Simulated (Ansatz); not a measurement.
Basis-set series for C2H4FGa. The species carries charge 0 and has multiplicity 1. The bonds changed during the relaxation, so this is another structure than the one it started from. Geometry: relaxed with PBE0-D4/def2-TZVP.

```xyz
8

F     0.0858   -1.4032   -1.4042
C     0.6029   -0.7523   -0.3581
C    -0.1468   -0.4170    0.6887
Ga   -0.0560    1.8534   -0.9568
H     1.6746   -0.6179   -0.4413
H    -1.2037   -0.6408    0.7307
H     0.3149    0.0636    1.5406
H    -1.2716    1.9142    0.2003
```

```csv
functional,basis,functions,energy (Eh),HOMO (eV),LUMO (eV)
PBE0-D4,def2-TZVPP,197,-2102.87827,-5.75,-1.48
PBE0-D4,def2-QZVPP,380,-2102.93110,-5.77,-1.53
ωB97M-V,def2-TZVPP,197,-2103.15196,-7.77,0.24
ωB97M-V,def2-QZVPP,380,-2103.20319,-7.80,0.06
```

Question: Give the rows for def2-SVP. (Estimate.)

Answer: Computed: 
```
functional     basis  functions  energy (Eh)  HOMO (eV)  LUMO (eV)
   PBE0-D4  def2-SVP         94  -2102.41996      -5.71      -1.45
   ωB97M-V  def2-SVP         94  -2102.68660      -7.71       0.30
```

Positive LUMOs are unbound and depend on the basis. Scalar relativity is left out up to krypton.
